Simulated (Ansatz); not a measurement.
Ansatz (a first-principles code) input (CCSD(T)/def2-QZVPP):
A basis named .json is the Basis Set Exchange file of that set.

Ansatz 0.2 input:
```yaml
crystal:
  periodic: [false, false, false]
  atoms:
    - {symbol: Be, position_ang: [-0.00244410, 0.49155060, -0.08914113]}
    - {symbol: F, position_ang: [1.18983741, -0.20123978, -0.52014940]}
    - {symbol: F, position_ang: [-1.18875115, -0.01722715, 0.55976768]}
basis:
  gaussian:
    orbitals: def2-QZVPP.json
total_charge: -1
magnetization: {spin_polarized: true, initial_magnetization: 1}
correlation: {method: ccsd_t, electrons: outside_noble_gas}
```

Output:

```
Functional definition: HF
integrals: 0.57 GiB planned
925 factors; integrals over basis functions are off by at most 7.8e-4 eV
mean field: 0.38 GiB planned
mean field evaluation 1: about -5815.6601 eV, gradient 1.2e1 eV
mean field evaluation 2: about -5815.6622 eV, gradient 1.2e1 eV
mean field evaluation 4: about -5816.8028 eV, gradient 2.0e0 eV
mean field evaluation 8: about -5816.8765 eV, gradient 9.7e-2 eV
mean field evaluation 16: about -5816.8561 eV, gradient 9.2e-1 eV
mean field evaluation 32: about -5813.7753 eV, gradient 1.4e0 eV
mean field evaluation 64: about -5814.5357 eV, gradient 1.9e0 eV
mean field -5816.87658231 eV, -213.7662715793 hartree, gradient 2.5e-6 eV, S^2 0.750727; 3 other end points of the search recorded, 0 dependent functions left out
determinant -5816.87658231 eV, -213.7662715793 hartree, with singles and doubles -5833.39778218 eV, -214.3734144762 hartree
determinant -5814.59710118 eV, -213.6825021928 hartree, with singles and doubles -5831.11601007 eV, -214.2895608978 hartree
determinant -5813.80744282 eV, -213.6534827836 hartree, with singles and doubles -5830.34657458 eV, -214.2612846649 hartree
determinant -5813.71826297 eV, -213.6502054843 hartree, with singles and doubles -5830.32118670 eV, -214.2603516776 hartree
3 core orbitals not correlated
reference -5816.87658231 eV, -213.7662715793 hartree; 9, 8 occupied and 138, 139 virtual orbitals, 925 factors
second order -16.56391324 eV of doubles, -0.00000000 eV of singles
coupled cluster: 1.63 GiB planned
cycle   1  -16.39472111 eV  change    -1.7e0 eV  update   2.8e-2
cycle   2  -16.44225403 eV  change   -4.8e-2 eV  update   7.6e-3
cycle   3  -16.44204449 eV  change    2.1e-4 eV  update   4.5e-3
cycle   4  -16.44184126 eV  change    2.0e-4 eV  update   1.6e-3
cycle   5  -16.44279306 eV  change   -9.5e-4 eV  update   6.6e-4
cycle   6  -16.44287727 eV  change   -8.4e-5 eV  update   2.5e-4
cycle   7  -16.44284450 eV  change    3.3e-5 eV  update   1.0e-4
cycle   8  -16.44288266 eV  change   -3.8e-5 eV  update   3.4e-5
cycle   9  -16.44288284 eV  change   -1.8e-7 eV  update   1.4e-5
perturbative correction -0.51582862 eV, -0.0189563522 hartree
Total energy: -5833.83529377 eV, -214.3894927304 hartree
```
